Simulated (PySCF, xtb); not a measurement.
Si(OH)4 (H₄O₄Si), SMILES O[Si](O)(O)O.

GFN2-xTB in xtb 6.7.1 at its own geometry gives an orbital gap of 11.01 eV and a dipole moment of 0.00 D.

Geometry optimised at PBE-D3(BJ)/def2-SVP. The isomer is the one that the SMILES or the coordinates give; other isomers of the formula were not compared. The values are those of a single conformer.

Problem. What does PBE/def2-TZVP (PySCF) give? (The exact figures need the calculation; the answer reports its results.)

Solution. gap 6.75 eV (levels -7.39 and -0.64 eV), dipole 0.00 D.
